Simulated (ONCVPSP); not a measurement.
**What one change does to a pseudopotential (titanium (Ti), ONCV)**

* Element: Ti
* Generator: ONCVPSP 4.0.1
* Type: optimised norm-conserving Vanderbilt (ONCV)
* Functional: LDA (Perdew-Zunger)
* Relativity: scalar-relativistic
* Frozen core: [Ar]
* Valence charge: 4
* Reference configuration: 3d2 4s2
* Partial waves: 4s: rc 3.05 bohr, ncon 4, nbas 9, qcut 2.6 1/bohr, 2 projectors, debl 2.6 Ha; p scattering state at 0.34 Ha: rc 2.65 bohr, ncon 3, nbas 8, qcut 3.6 1/bohr, 1 projector; 3d: rc 2.30 bohr, ncon 4, nbas 9, qcut 5.8 1/bohr, 2 projectors, debl 1.2 Ha
* Local potential: polynomial inside 1.85 bohr (lpopt 3, dvloc0 6 Ha)
* Core correction: Teter function, fcfact 3.25, rcfact 1.05

In the p channel the program set the typed energies aside and used 0.050 Ha.

Change: s: qcut 2.1.

Cutoffs: the cutoffs (Ha) at which the residual kinetic energy of the hardest occupied pseudo-wave falls to 1 and 0.1 mHa per electron; they do not see the model core or the augmentation charge, which bear on the density cutoff. Errors are all-electron minus pseudo energies relative to the spin-unpolarised reference configuration.

How do hardness, ghosts and transferability respond?

The potential gets neither clearly harder nor softer (15 Ha and 18 Ha → 15 Ha and 18 Ha); of the 4 tests that both files solve, the error grows in 1 and shrinks in 3 by more than 15 % and 0.3 meV (median size 94.7 → 104.6 meV); neither file shows a bound ghost.

```csv
quantity,base,changed
"cutoff, loose",15 Ha,15 Ha
"cutoff, tight",18 Ha,18 Ha
loose cutoff by channel,"s 2.5 Ha, d 15 Ha","s 2.5 Ha, d 15 Ha"
bound ghosts,none,none
GHOST(+) flags under 300 eV,s at 280.6 eV,none
"error for 3d2 4s1, meV [ΔE 7.54 eV]",+11,+8.7
"error for 3d2 4s0, meV [ΔE 21.34 eV]",+90,+72
"error for 3d1 4s0, meV [ΔE 48.53 eV]",+438,+337
"error for 3d3 4s0, meV [ΔE 7.56 eV]",+99,+137
s: phases at 3.09 bohr within 0.05 rad from the reference energy up to (Ha; the scan ends near 5),1.3,1.4
p: phases at 2.69 bohr within 0.05 rad from the reference energy up to (Ha; the scan ends near 5),1.2,1.2
d: phases at 2.33 bohr within 0.05 rad from the reference energy up to (Ha; the scan ends near 5),3.8,3.8
"rms error of d²Exc/dni dnj with the model core, mHa",17.44,17.49
```
